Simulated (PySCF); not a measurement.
# Basis-set dependence of population analyses: `F[SiH](F)O[C@H]1CO1`

C2H4F2O2Si.
Z-matrix (Å and degrees, PBE0-D3(BJ)/def2-SVP geometry), rows numbered from 1:
```
F 
Si  1  1.6027
F   2  1.6109  1  107.00
O   2  1.6506  1  104.90  3  -116.39
C   4  1.3724  2  123.40  1   174.36
C   5  1.4607  4  121.60  2   -58.85
O   5  1.3931  4  116.11  2    10.68
H   2  1.4670  1  109.44  3   119.30
H   5  1.0971  4  111.45  2   147.10
H   6  1.0964  5  120.78  7   102.04
H   6  1.0958  5  118.25  7  -103.09
```

PBE0 throughout (PySCF), one geometry, spherical d and f functions. One conformer (not necessarily the lowest) at the PBE0-D3(BJ)/def2-SVP geometry, without solvent, vibrations or thermal averaging. The first 7 of 11 kinds of atom are listed.

Mulliken charges (e):

```tsv
basis	functions	F1	Si2	F3	O4	C5	C6	O7
STO-3G	43	-0.254	+0.964	-0.259	-0.381	+0.092	-0.114	-0.202
6-31G	75	-0.446	+1.435	-0.456	-0.722	+0.282	-0.162	-0.456
pcSseg-0	75	-0.498	+1.621	-0.496	-0.859	+0.358	-0.187	-0.610
6-31G*	110	-0.391	+1.174	-0.401	-0.576	+0.324	-0.195	-0.447
cc-pVDZ	122	-0.293	+0.866	-0.307	-0.392	+0.221	+0.062	-0.276
def2-SVP	122	-0.326	+1.014	-0.338	-0.457	+0.258	+0.077	-0.346
aug-cc-pVDZ	201	-0.624	+1.375	-0.629	-0.916	+1.347	+0.940	-0.581
6-311+G(2d,p)	221	-0.466	+1.518	-0.508	-0.723	+0.225	-0.081	-0.350
def2-TZVP	247	-0.305	+0.784	-0.305	-0.311	+0.157	-0.080	-0.314
cc-pVTZ	270	-0.268	+0.709	-0.279	-0.295	+0.181	-0.064	-0.273
IGLO-III	294	-0.460	+1.462	-0.475	-0.484	+0.153	-0.086	-0.291
pcSseg-2	315	-0.397	+1.251	-0.411	-0.551	+0.330	+0.108	-0.416
```

IAO charges (e):

| basis | functions | F1 | Si2 | F3 | O4 | C5 | C6 | O7 |
| --- | --- | --- | --- | --- | --- | --- | --- | --- |
| STO-3G | 43 | -0.368 | +1.247 | -0.370 | -0.451 | +0.087 | -0.183 | -0.232 |
| 6-31G | 75 | -0.487 | +1.459 | -0.496 | -0.581 | +0.213 | -0.136 | -0.390 |
| pcSseg-0 | 75 | -0.483 | +1.483 | -0.492 | -0.586 | +0.223 | -0.128 | -0.400 |
| 6-31G* | 110 | -0.513 | +1.595 | -0.519 | -0.621 | +0.260 | -0.110 | -0.402 |
| cc-pVDZ | 122 | -0.509 | +1.573 | -0.515 | -0.612 | +0.258 | -0.113 | -0.396 |
| def2-SVP | 122 | -0.510 | +1.586 | -0.516 | -0.613 | +0.261 | -0.104 | -0.402 |
| aug-cc-pVDZ | 201 | -0.521 | +1.596 | -0.526 | -0.617 | +0.261 | -0.114 | -0.413 |
| 6-311+G(2d,p) | 221 | -0.526 | +1.623 | -0.530 | -0.626 | +0.260 | -0.114 | -0.416 |
| def2-TZVP | 247 | -0.528 | +1.639 | -0.533 | -0.630 | +0.264 | -0.114 | -0.415 |
| cc-pVTZ | 270 | -0.525 | +1.626 | -0.530 | -0.626 | +0.263 | -0.116 | -0.412 |
| IGLO-III | 294 | -0.528 | +1.634 | -0.532 | -0.629 | +0.261 | -0.115 | -0.416 |
| pcSseg-2 | 315 | -0.529 | +1.639 | -0.533 | -0.630 | +0.263 | -0.114 | -0.415 |

Which scheme is steadiest as the basis changes?

Largest range over the bases for any column: IAO 0.39 e, Mulliken 1.26 e. IAO charges move least and Mulliken charges most, counted in e. Without the minimal STO-3G basis the ranges are IAO 0.18, Mulliken 1.19 e.

How much do the charges still move between the two largest bases, IGLO-III and pcSseg-2?

At most, over all atoms: Mulliken 0.211 e, IAO 0.004 e.

What do the same runs give for the total energy, the frontier levels and the dipole moment?

```json
{"basis": "STO-3G", "energy (Eh)": "-708.4733", "HOMO (eV)": "-4.58", "LUMO (eV)": "6.27", "μ (D)": "0.50"}
{"basis": "6-31G", "energy (Eh)": "-717.5677", "HOMO (eV)": "-8.53", "LUMO (eV)": "1.25", "μ (D)": "2.45"}
{"basis": "pcSseg-0", "energy (Eh)": "-716.4271", "HOMO (eV)": "-8.67", "LUMO (eV)": "1.59", "μ (D)": "2.34"}
{"basis": "6-31G*", "energy (Eh)": "-717.7793", "HOMO (eV)": "-8.25", "LUMO (eV)": "1.70", "μ (D)": "1.92"}
{"basis": "cc-pVDZ", "energy (Eh)": "-717.8084", "HOMO (eV)": "-8.28", "LUMO (eV)": "1.60", "μ (D)": "2.00"}
{"basis": "def2-SVP", "energy (Eh)": "-717.3828", "HOMO (eV)": "-8.42", "LUMO (eV)": "1.73", "μ (D)": "1.97"}
{"basis": "aug-cc-pVDZ", "energy (Eh)": "-717.8534", "HOMO (eV)": "-8.48", "LUMO (eV)": "0.02", "μ (D)": "2.05"}
{"basis": "6-311+G(2d,p)", "energy (Eh)": "-717.9609", "HOMO (eV)": "-8.54", "LUMO (eV)": "0.32", "μ (D)": "2.09"}
{"basis": "def2-TZVP", "energy (Eh)": "-718.0153", "HOMO (eV)": "-8.48", "LUMO (eV)": "1.08", "μ (D)": "2.03"}
{"basis": "cc-pVTZ", "energy (Eh)": "-717.9890", "HOMO (eV)": "-8.43", "LUMO (eV)": "1.27", "μ (D)": "1.99"}
{"basis": "IGLO-III", "energy (Eh)": "-718.0169", "HOMO (eV)": "-8.50", "LUMO (eV)": "1.04", "μ (D)": "2.03"}
{"basis": "pcSseg-2", "energy (Eh)": "-718.0192", "HOMO (eV)": "-8.53", "LUMO (eV)": "0.79", "μ (D)": "2.07"}
```

The dipole is fixed by the density alone, so its range of 1.95 D shows that the density itself changes with the basis, not only its division among atoms.
